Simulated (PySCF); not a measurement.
Task: Give a PBE0-D3(BJ)/def2-SVP geometry of `[Cl][AlH-]1[Cl+][GaH2-][Cl+]1`.

Result: 
Z-matrix in Å and degrees, rows numbered from 1:
```
Cl
Al  1  2.1013
Cl  2  2.2818  1  108.26
Ga  3  2.3907  2   89.72  1  -119.58
Cl  2  2.2835  1  108.07  3   -98.73
H   2  1.5687  1  122.41  3   130.54
H   4  1.5492  3  105.69  2   115.30
H   4  1.5511  3  105.51  2   -95.72
```

Ga4 (gallium bonded to 2 Cl and 2 H) has angles from 86.9° to 136.3°. The Al–Cl distances run from 2.101 Å (Cl1–Al2, drawn single) to 2.284 Å (Al2–Cl5, drawn single), a spread of 0.183 Å. Cl3 (chlorine bonded to Al and Ga) is bent (angle 89.7°). The 4-membered ring Al2–Cl3–Ga4–Cl5 has internal angles of 86.9° to 92.3° (sum 358°, against 360° for a flat polygon); it is puckered, 0.10 Å rms from its mean plane, widest ring torsion 10°.

Theory: PySCF, PBE0-D3(BJ)/def2-SVP geometry optimisation, gas phase.

Point group: Cs (every atom within 0.08 Å of its image). Stationary, but not proved a minimum. The numbers are those of one conformer (Cl1–Al2–Cl3–Ga4 -120°, Al2–Cl3–Ga4–Cl5 9°, Cl3–Ga4–Cl5–Al2 -9°, Cl1–Al2–Cl5–Ga4 120°).
